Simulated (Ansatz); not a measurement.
AlFH3NO2Si, SMILES `O[Si]1(O)[NH][Al]1[F]`, relaxed with RKS PBE0-D4/def2-TZVP in Ansatz from a PBE-D4/def2-SVP geometry. The force threshold is 0.005 eV/Å; the program also tests the step.

The species carries charge 0 and has multiplicity 1.

Start:

```xyz
9

O     0.214   -1.247   -1.519
Si    0.420   -0.140   -0.268
O     1.674    0.810   -0.832
N    -0.955    0.784    0.347
Al   -0.485   -0.090    1.865
F    -1.071   -0.071    3.434
H    -0.429   -1.951   -1.321
H     2.156    0.407   -1.578
H    -1.524    1.499   -0.126
```

```
step  energy (eV)  largest force (eV/Å)  largest move (Å)
   1  -22818.9852                 1.019             0.000
   2  -22819.0531                 0.523             0.028
   3  -22819.0787                 0.090             0.027
   4  -22819.0799                 0.060             0.007
   5  -22819.0810                 0.042             0.014
   6  -22819.0812                 0.009             0.011
   7  -22819.0813                 0.005             0.003
```

End:

```xyz
9

O     0.212   -1.226   -1.475
Si    0.421   -0.132   -0.264
O     1.661    0.779   -0.817
N    -0.937    0.758    0.337
Al   -0.470   -0.075    1.850
F    -1.059   -0.061    3.386
H    -0.449   -1.904   -1.328
H     2.142    0.415   -1.564
H    -1.521    1.445   -0.125
```

Hardware: 4 threads of an INTEL XEON PLATINUM 8581C on a shared host. Wall time 20 s, peak host memory 0.6 GiB.
